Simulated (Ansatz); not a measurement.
Ga(AsH2)(F)2 (AsF₂GaH₂), SMILES [F][Ga]([F])[AsH2].

Coordinates come from a r2SCAN-D4/def2-SVP optimisation. The structure was generated by enumeration; whether it is a known compound was not checked.

Two levels are set side by side: PBE/def2-SVPD (Ansatz, a program for electronic structure) and PBE0/def2-SVPD (Ansatz). Energy differences of separate SCF runs at the same geometry; the states with an electron removed or added have multiplicity 2 and 2. Differences are taken from unrounded values.

| quantity | PBE0 |
|---|---|
| vertical ionisation energy (eV) | 10.79 |
| vertical singlet–triplet gap (eV) | 4.90 |

Problem. What does PBE give, and how far is it from PBE0? (Estimate from the structure and the level; the computed values follow.)

Solution. 
```json
[
 {"quantity": "vertical ionisation energy (eV)", "PBE": "10.57", "PBE minus PBE0": "-0.23"},
 {"quantity": "vertical singlet–triplet gap (eV)", "PBE": "4.70", "PBE minus PBE0": "-0.21"}
]
```
